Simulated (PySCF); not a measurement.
## Correlation energy of Pb²⁺ (lead, charge +2)

[Xe] 4f14 5d10 6s2, closed-shell 1S. All numbers are calculated (PySCF 2.14, a scalar-relativistic core potential, in aug-cc-pVQZ-PP with ECP60MDF (7s7p5d3f2g, 92 functions)). Frozen: 5s2 5p6 5d10; 2 electrons correlated.

With two correlated electrons CCSD is exact within the correlated space (frozen core and kept virtual orbitals).

| level | correlation energy (mhartree) |
| --- | --- |
| CCSD | -28.17 |

Diagnostics: T1 = 0.0027, D1 = 0.0038, largest double amplitude 0.077.

Cost of the coupled-cluster step: about 4 core-seconds, for 2 correlated electrons.

Iterations:

```
CC2 = 0
CCSD nocc = 1, nmo = 83
frozen orbitals [0, 1, 2, 3, 4, 5, 6, 7, 8]
max_cycle = 100
direct = 0
conv_tol = 1e-08
conv_tol_normt = 1e-06
diis_space = 8
diis_start_cycle = 0
Init t2, MP2 energy = -191.131329311143  E_corr(MP2) -0.0217883826416581
Init E_corr(CCSD) = -0.0217883826424325
cycle = 1  E_corr(CCSD) = -0.0259095894664873  dE = -0.00412120682  norm(t1,t2) = 0.0295065
cycle = 2  E_corr(CCSD) = -0.0273357133471768  dE = -0.00142612388  norm(t1,t2) = 0.0112549
cycle = 3  E_corr(CCSD) = -0.0281817541954759  dE = -0.000846040848  norm(t1,t2) = 0.00434618
cycle = 4  E_corr(CCSD) = -0.0281747053951281  dE = 7.04880035e-06  norm(t1,t2) = 0.000109808
cycle = 5  E_corr(CCSD) = -0.0281742686603523  dE = 4.36734776e-07  norm(t1,t2) = 9.85258e-06
cycle = 6  E_corr(CCSD) = -0.0281741702743382  dE = 9.83860142e-08  norm(t1,t2) = 1.52745e-06
cycle = 7  E_corr(CCSD) = -0.0281741539706221  dE = 1.6303716e-08  norm(t1,t2) = 1.57003e-07
cycle = 8  E_corr(CCSD) = -0.0281741564051561  dE = -2.43453395e-09  norm(t1,t2) = 2.38031e-08
CCSD converged
E(CCSD) = -191.1377150849068  E_corr = -0.02817415640515608
```
